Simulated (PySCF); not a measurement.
The dipole of `C(F)(/C(=P/[H])CC)(F)F` from its density and from atomic charges.

Coordinates (GFN2-xTB, Å) and charges (e) from the PBE0/pcSseg-1 density (PySCF):

```tsv
atom	x	y	z	Mulliken	IAO	Hirshfeld	ESP-fitted
C1	-1.408	-0.989	0.051	-0.2584	-0.4115	-0.1164	-0.3326
C2	-0.390	-0.160	0.842	-0.1693	-0.2598	-0.0714	+0.0987
C3	0.427	0.708	-0.067	-0.6371	-0.2640	-0.0685	-0.2388
P4	0.093	2.275	-0.572	+0.3059	+0.2575	+0.0881	-0.0683
C5	1.670	0.087	-0.609	+0.9055	+0.7991	+0.2482	+0.6716
F6	1.453	-1.067	-1.268	-0.2700	-0.2833	-0.0875	-0.1978
F7	2.305	0.899	-1.470	-0.2658	-0.2764	-0.0881	-0.2155
F8	2.561	-0.211	0.359	-0.2714	-0.2834	-0.0980	-0.2189
H9	-2.056	-0.335	-0.529	+0.1127	+0.1425	+0.0372	+0.1021
H10	-2.018	-1.571	0.736	+0.1248	+0.1471	+0.0473	+0.0980
H11	-0.903	-1.669	-0.630	+0.1313	+0.1525	+0.0351	+0.1039
H12	0.272	-0.831	1.393	+0.1417	+0.1543	+0.0423	+0.0495
H13	-0.922	0.469	1.561	+0.1389	+0.1518	+0.0461	+0.0259
H14	-1.085	2.394	0.182	+0.0111	-0.0263	-0.0146	+0.1222
```

Task: Form Σ q r in debye for every column and set it beside the full dipole.

Result: The full density gives (-2.58, 0.04, 1.40) D, 2.94 D in size; dipole vectors point from the negative to the positive end.

```csv
scheme,μx,μy,μz,size (D),share of the full size (%),angle to the full dipole (°)
Mulliken,-3.39,1.12,0.78,3.66,124,23
IAO,-3.10,1.81,0.92,3.71,126,31
Hirshfeld,-1.03,0.68,0.31,1.27,43,33
ESP-fitted,-2.63,0.06,1.37,2.96,101,1
```

Task: Which set comes closest?

Result: Length of the difference vector: ESP-fitted 0.06 D, Mulliken 1.49 D, IAO 1.91 D, Hirshfeld 2.00 D. Closest: ESP-fitted. The schemes that divide the density aren't constrained to reproduce the dipole.

Task: What is left for the Hirshfeld atoms' own dipoles?

Result: The Hirshfeld atoms' densities add up to the full density, so μ = Σ q r + Σ (atomic dipoles). The atomic dipoles sum to (-2.58, 0.04, 1.40) − (-1.03, 0.68, 0.31) = (-1.55, -0.64, 1.09) D, 2.00 D in size.

Task: With the origin at the mean of the coordinates, (0.000, 0.000, -0.002) Å, which are the largest single terms, by size, of the Mulliken dipole along the direction of the full one?

Result: C5 -7.64, F7 +3.47, F8 +2.72, F6 +2.46, C1 -1.55 D; all 14 atoms together +3.37 D. The single terms depend on the origin, their sum doesn't.

Task: Give the size of the full dipole in other units.

Result: 2.94 D = 1.156 au = 0.611 e·Å = 9.80 × 10⁻³⁰ C·m.

One conformer (not necessarily the lowest) at the GFN2-xTB geometry, without solvent, vibrations or thermal averaging.

Shape of the structure used: `[H]/[P:4]=[C:3](\[CH2:2][CH3:1])[C:5]([F:6])([F:7])[F:8]`: C1–C2–C3–P4 90°, C2–C3–C5–F6 56°.
